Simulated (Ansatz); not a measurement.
`C=[CH][Al]([F])[SiH3]` + `OB(O[SiH3])O[SiH3]` → `[SiH3]OB(O[SiH3])O[SiH3]` + `C=[CH][AlH][F]`  (cleavage of the Si–Al bond)

Gas-phase electronic energies from Ansatz, PBE0-D4/def2-TZVP geometries. CBS: MP2 limit from def2 TZ/QZ plus the TZ coupled-cluster correction, frozen cores. Functionals use def2-TZVPP. B3LYP here is the variant with VWN-RPA as its local correlation; programs differ in this. Each species was taken in one conformer, which may not be the lowest.

Question: Is it downhill or uphill in electronic energy at CCSD(T)/CBS, and by how much? (An estimate is asked.)

Answer: The calculation gave: Downhill: ΔE = -0.99 eV.

Question: What do these levels give: PBE-D4, ωB97X-V, r2SCAN, PBE0, B3LYP, HF/def2-TZVPP, SCS-MP2/def2-TZVPP, CCSD/def2-TZVPP, CCSD(T)/def2-TZVPP, MP2/def2-QZVPP, SCS-MP2/def2-QZVPP, MP2/CBS(def2)? (Estimate.)

Answer: Computed: PBE-D4 -0.70, ωB97X-V -0.97, r2SCAN -0.91, PBE0 -0.78, B3LYP -0.98, HF/def2-TZVPP -1.26, SCS-MP2/def2-TZVPP -1.13, CCSD/def2-TZVPP -1.03, CCSD(T)/def2-TZVPP -1.00, MP2/def2-QZVPP -1.09, SCS-MP2/def2-QZVPP -1.14, MP2/CBS(def2) -1.08 eV.

Largest T1 diagnostic among the species: 0.013.

From PBE to PBE0 (25 % exact exchange), in def2-TZVPP and without D4, ΔE moves by −0.08 eV. In def2-TZVPP, CCSD(T) changes the Hartree–Fock value by +0.26 eV (the triples alone add +0.03 eV) and MP2 by +0.17 eV.
